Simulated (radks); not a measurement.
The numbers below are computed, except where a source is named.
Coulomb parameter of the 4f shell of neutral praseodymium in the model configuration [Xe] 4f2 6s2 6p1, as a second difference U = [E(n + 0.25) + E(n - 0.25) - 2 E(n)] / (0.25)^2 with all orbitals relaxed. "Bare": the charge of the atom changes with n. "Screened": the 6p shell takes up the change at fixed total charge, which measures U(4f,4f) + U(6p,6p) - 2 U(4f,6p). Code: a radial shooting solver on a logarithmic mesh with Libxc functionals. Model: Dirac Kohn-Sham, PBE, spin-unpolarised, spherical densities, point nucleus; open shells are shared between the two j in proportion to 2j + 1.

case                     configuration  E - E(n) (eV)
start                 [Xe] 4f2 6s2 6p1          0.000
bare +0.25         [Xe] 4f2.25 6s2 6p1         -1.907
bare -0.25         [Xe] 4f1.75 6s2 6p1          2.760
screened +0.25  [Xe] 4f2.25 6s2 6p0.75         -1.524
screened -0.25  [Xe] 4f1.75 6s2 6p1.25          2.036

U(bare) = 13.653 eV, U(screened by 6p) = 8.203 eV, against the Slater integral F0(4f,4f) = 24.505 eV with frozen orbitals. The step up makes a negative ion, whose loosely bound charge lowers the bare value.
